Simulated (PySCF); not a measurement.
# UHF on Sb(2+) (antimony, charge +2)

Configuration: [Kr] 4d10 5s2 5p1, 2P determinant. Computed with PySCF 2.14 in aug-cc-pVDZ-PP with ECP28MDF, with a scalar-relativistic core potential.

| Property | Result |
| --- | --- |
| Total energy | -238.369407 hartree |
| One-electron energy | -404.4073 hartree |
| Hartree (Coulomb) energy | 183.9842 hartree |
| Exchange energy | -17.9463 hartree |
| ⟨S²⟩ | 0.7585 |
| ⟨L²⟩ | 2.025 |
| Sum of ⟨r⟩ | 23.92 bohr |
| Sum of ⟨r²⟩ | 36.18 bohr² |
| Traceless quadrupole moment −½Σ⟨3z² − r²⟩ along its main axis | -2.99 e·bohr² |
| Time after the integrals | 0.09 s of wall time on 1 thread of Neoverse-V1 (shared host) |

```csv
shell,electrons,mean orbital energy (eV),spread (eV),"rms radius, mean of both spins (bohr)"
4s α,1,-196.17,0,0.849
4s β,1,-195.98,0,0.849
4p α,3,-143.53,0.175,0.917
4p β,3,-143.35,0.675,0.917
4d α,5,-62.614,0.449,1.10
4d β,5,-62.444,0.749,1.10
5s α,1,-34.068,0,2.27
5s β,1,-31.710,0,2.27
5p α,1,-24.382,0,2.70
```

Energies and moments cover only the electrons outside the core potential.
